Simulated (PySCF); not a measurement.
Task: Write Cartesian coordinates for `O=c1c(F)c1B(F)F` as optimised with PBE0-D3(BJ)/def2-SVP.

Result: 
```xyz
8
C3BF3O angstrom
O     -1.602    1.895    0.568
C     -1.180    0.810    0.319
C     -1.231   -0.579    0.096
F     -1.839   -1.721   -0.025
C     -0.009   -0.044   -0.001
B      1.520   -0.113   -0.257
F      2.012    0.220   -1.426
F      2.342   -0.461    0.703
```

Orientation and origin are arbitrary. Atoms count from 1 in this order. B6 (three-coordinate boron) is planar (angles 120.6°, 120.4° and 119.0°, sum 360.0°, 0.02 Å off the plane of its three neighbours). The 3-membered ring C2–C3–C5 has internal angles of 55.0° to 65.4°. The C–C distances run from 1.338 Å (C3–C5, drawn aromatic) to 1.484 Å (C2–C5, drawn aromatic), a spread of 0.146 Å.

Bonds between heavy atoms (Å): O1=C2 1.191, C2–C3 1.408, C3–F4 1.299, C3–C5 1.338, C5–B6 1.551, B6–F7 1.311, B6–F8 1.312, C2–C5 1.484.

Method used: PBE0-D3(BJ)/def2-SVP geometry optimisation, gas phase in PySCF.

Point group: near Cs, missed by 0.23 Å at most; the miss may be what the optimiser left on a soft mode. Whether it is a minimum is left open (no frequencies). The numbers are those of one conformer (C3–C5–B6–F7 99°).
